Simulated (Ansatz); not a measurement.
Computed with Ansatz (an electronic-structure program) with frozen-core CCSD(T)/cc-pVTZ // M06-2X/def2-TZVP.

Ansatz 0.2 input:
```yaml
crystal:
  periodic: [false, false, false]
  atoms:
    - { symbol: B, position_ang: [-0.000279, -0.000365, 0.000725] }
    - { symbol: H, position_ang: [-0.899971, -0.774912, -0.002214] }
    - { symbol: H, position_ang: [-0.221156, 1.166084, 0.000875] }
    - { symbol: H, position_ang: [1.120361, -0.392247, 0.000625] }
basis:
  gaussian: { orbitals: cc-pVTZ }
correlation:
  method: ccsd_t
```

Output:

```
Functional definition: HF
397 factors; integrals over basis functions are off by at most 1.6e-3 eV
mean field evaluation 1: about -717.9667 eV, gradient 9.9e0 eV
mean field evaluation 2: about -717.9658 eV, gradient 9.9e0 eV
mean field evaluation 4: about -718.3848 eV, gradient 1.5e-1 eV
mean field evaluation 8: about -718.3848 eV, gradient 1.6e-4 eV
mean field -718.38482849 eV, -26.4001555083 hartree, gradient 3.3e-7 eV, S^2 0.000000; 0 other end points of the search recorded, 0 dependent functions left out
1 core orbitals not correlated
reference -718.38482849 eV, -26.4001555083 hartree; 3, 3 occupied and 68, 68 virtual orbitals, 397 factors
second order -3.08445989 eV of doubles, -0.00000000 eV of singles
cycle   1  -3.52142620 eV  change   -4.4e-1 eV  update   4.2e-2
cycle   2  -3.67097528 eV  change   -1.5e-1 eV  update   1.3e-2
cycle   3  -3.67483026 eV  change   -3.9e-3 eV  update   2.2e-3
cycle   4  -3.67444594 eV  change    3.8e-4 eV  update   5.0e-4
cycle   5  -3.67428067 eV  change    1.7e-4 eV  update   1.4e-4
cycle   6  -3.67428914 eV  change   -8.5e-6 eV  update   3.8e-5
cycle   7  -3.67429445 eV  change   -5.3e-6 eV  update   1.1e-5
cycle   8  -3.67429401 eV  change    4.4e-7 eV  update   2.8e-6
perturbative correction -0.06858456 eV, -0.0025204360 hartree
Total energy: -722.12770705 eV, -26.5377037585 hartree
```

Cost: around 1.2 core-seconds (rough).
